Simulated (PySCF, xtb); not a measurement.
AgCl, SMILES [Cl][Ag], multiplicity 1.

Harmonic wavenumbers (cm⁻¹) from xtb with GFN2-xTB at its own minimum, in rising order: 310.

Problem. What does PBE-D3(BJ)/def2-TZVPD (PySCF) give at its own minimum? (Estimate from the structure and the level; the computed values follow.)

Solution. 325. Paired by order, the mean absolute difference is 15 cm⁻¹ and the zero-point energies are 0.4 and 0.5 kcal/mol.
